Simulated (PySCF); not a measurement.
**[Ce(H2O)4]3+ at several levels of theory**

Computed with PySCF 2.14.0 (density fitting, no spin-orbit coupling) at the geometry relaxed with PBE0:

```xyz
13
[Ce(H2O)4]3+ (singlet in the valence; each metal's 4f electrons, 1 of them, lie in its core potential, out of spins and levels)
Ce    0.0001    0.0000    0.0000
O     1.4463    1.3940    1.3328
H     2.2413    1.1309    1.8466
H     1.3911    2.3632    1.4866
O    -1.4459   -1.3330    1.3940
H    -1.3913   -1.4864    2.3631
H    -2.2415   -1.8463    1.1308
O     1.4463   -1.3940   -1.3328
H     1.3911   -2.3632   -1.4866
H     2.2413   -1.1309   -1.8466
O    -1.4459    1.3330   -1.3940
H    -2.2415    1.8463   -1.1308
H    -1.3913    1.4864   -2.3631
```

```json
{"level": "PBE0", "basis": "Ce lcecp-1-SVP with ECP47, O def2-SVP, H def2-SVP", "state": "singlet", "HOMO (eV)": "-23.80", "gap (eV)": "8.64", "charge on Ce1 (e)": "1.87", "population of f-type functions on Ce1 (polarisation alone where 4f lies in the core)": "0.05", "dipole about the centre of mass (D)": "0.00", "largest force component (eV/Å)": "0.01"}
{"level": "PBE0", "basis": "Ce lcecp-1-TZVP with ECP47, O def2-TZVP, H def2-TZVP", "state": "singlet", "HOMO (eV)": "-23.84", "gap (eV)": "8.75", "charge on Ce1 (e)": "2.16", "population of f-type functions on Ce1 (polarisation alone where 4f lies in the core)": "0.08", "dipole about the centre of mass (D)": "0.00", "largest force component (eV/Å)": "0.25"}
```

In the lcecp rows the 4f levels are missing from HOMO and gap, and the state counts the valence alone.

Charges are Mulliken's, which hang on the basis. The relaxation used the grid (50, 194), these runs (75, 302) or, all-electron (x2c bases, spin-free X2C Hamiltonian), (99, 590).

Problem. A further run in the first row's basis gives HOMO (eV) -22.03, gap (eV) 5.93, charge on Ce1 (e) 1.72, population of f-type functions on Ce1 (polarisation alone where 4f lies in the core) 0.05, dipole about the centre of mass (D) 0.00, largest force component (eV/Å) 0.54. Which level was it?
A. BP86
B. revPBE

Solution. A. The others give HOMO -21.87 eV (revPBE).

In the first row's basis the gap widens with exact exchange: 5.9 eV for BP86, revPBE (none); 8.6 eV for PBE0 (a fixed share).

No frequency check is given that shows the relaxed geometry to be a minimum, and it was reached by following one of several unstable modes of a saddle point. An lcecp potential fixes the number of 4f electrons, so in runs with it no electron can move into or out of that shell.
